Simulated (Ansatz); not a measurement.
A made-up structure of GaH2Se, doublet:

```
4
angstrom
Ga -0.2020 0.0334 -0.0817
Se 1.9068 -0.3153 0.7709
H 3.0884 -0.5902 1.6701
H -0.3586 1.1632 -1.1479
```

It is relaxed with PBE-D4/def2-SVP and then PBE0-D4/def2-TZVP (Ansatz 0.2.0). Atoms count as bonded within 1.22 times the sum of their covalent radii (H–H: 0.88 Å). The end point is not checked to be a true minimum.

(1) Does its bonding change? (A judgement: the text doesn't fix the answer.)

Answers

(1) Computed: No: no bond forms or breaks.

Where it ends: The first stage lowers the energy by 1.23 eV in 8 steps. It ends as GaH₂Se ([GaH][SeH]):
```
atom    x (Å)    y (Å)    z (Å)
 Ga1   0.0889   0.1248   0.2066
 Se2   2.4268   0.0137   0.4140
  H3   2.3736  -0.7597   1.6606
  H4  -0.4547   0.9122  -1.0698
```

Labels in which every atom is bracketed show which atoms are joined, not bond orders.

For scale, one of the runs: PBE0-D4/def2-TZVP relaxation, 108 basis functions, launched by `ansatz run in.yaml --threads 2 --pin off --events-out ev --progress --plain --max-ram 4352MiB`. Hardware: 2 CPU threads of an Arm Neoverse V1, shared host. Wall time about 21 s.
